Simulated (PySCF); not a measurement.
These 4 structures share the formula C8H7F3. Method: PBE0-D3(BJ)/def2-SVP geometry optimisation, gas phase in PySCF. Energies are electronic, without zero-point or thermal terms, for one conformer each. No frequencies were run at this level. Point groups hold within 0.08 Å.

Question: Order them by energy at this level, lowest first, and give relative energies in kcal/mol.
A. `CC=C=C=C=C(C)C(F)(F)F`
B. 4-methylbenzotrifluoride (`c1c(C)ccc(c1)C(F)(F)F`)
C. `FC(F)(F)[C@]12C[C@H]3[C@@H]4[C@H]3[C@H]1[C@@H]42`
D. `[CH:1]#[C:2][C:3](=[CH2:4])/[CH:5]=[CH:6]/[CH2:7][C:8]([F:9])([F:10])[F:11]` with C2–C3–C5–C6 1°, C5–C6–C7–C8 123°

Answer: B (0.0), C (55.4), D (78.1), A (87.1).

As drawn, the lowest has an aromatic ring, which the highest lacks; the highest has cumulated double bonds and a C=C bond outside aromatic rings, which the lowest lacks.

| SMILES | E (Eh) | E rel (kcal/mol) | dipole (D) | point group | A, B, C (MHz) |
| --- | --- | --- | --- | --- | --- |
| Cc1ccc(C(F)(F)F)cc1 | -607.53629 | 0.0 | 3.17 | C1 | 2816, 628.3, 565.9 |
| FC(F)(F)[C@]12C[C@H]3[C@@H]4[C@H]3[C@H]1[C@@H]42 | -607.44803 | 55.4 | 2.56 | Cs | 2497, 913.4, 851.9 |
| C#CC(=C)/C=C/CC(F)(F)F | -607.41187 | 78.1 | 2.10 | C1 | 2259, 488.8, 440.2 |
| CC=C=C=C=C(C)C(F)(F)F | -607.39752 | 87.1 | 3.22 | C1 | 2491, 410.7, 385.6 |
